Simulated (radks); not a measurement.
Results of a calculation; reference values are marked as such.
Spherical quantum dot in the effective-mass picture: electrons in a well V = -V0 / (1 + exp((r - R)/a)) with V0 = 18.9, R = 3.45, a = 0.34, with a point charge +1 (a donor) at the centre, all in effective atomic units (hartree* = m*/eps^2 hartree, bohr* = eps/m* bohr), one dielectric constant everywhere. Level of theory: non-relativistic Kohn-Sham, PBEsol, spin-polarised, spherical densities (a radial shooting solver with Libxc functionals). Levels are named by radial order and angular momentum (1s, 1p, 1d, 2s, ...), and open shells are averaged over m. Results are scaled to m* = 0.075 and eps = 5.8, for which hartree* = 60.67 meV and bohr* = 4.092 nm.

N = 24, configuration 1s2 1p6 1d10 2s2 1f(up 4, down 0). This is the lowest configuration that the search found. Occupied and some empty levels:

| level | occupation | eigenvalue (meV) | <r> (nm) |
|---|---|---|---|
| 1s up | 1 | -524.27 | 7.877 |
| 1s down | 1 | -521.65 | 7.784 |
| 1p up | 3 | -503.59 | 8.737 |
| 1p down | 3 | -500.41 | 8.700 |
| 1d up | 5 | -473.52 | 9.240 |
| 1d down | 5 | -470.06 | 9.221 |
| 2s up | 1 | -445.07 | 5.892 |
| 2s down | 1 | -443.81 | 5.933 |
| 1f up | 4 | -434.69 | 9.648 |
| 1f down | 0 | -431.04 | 9.638 |
| 1g up | 0 | -388.11 | 10.00 |
| 1g down | 0 | -384.37 | 9.998 |
| 2p up | 0 | -383.19 | 7.452 |
| 2p down | 0 | -381.44 | 7.448 |
| 2d up | 0 | -326.68 | 8.329 |
| 2d down | 0 | -324.54 | 8.321 |

Energy (meV): total -18505.9, kinetic 1799.7, external -26893, Hartree 7328.7, exchange-correlation -741.05.
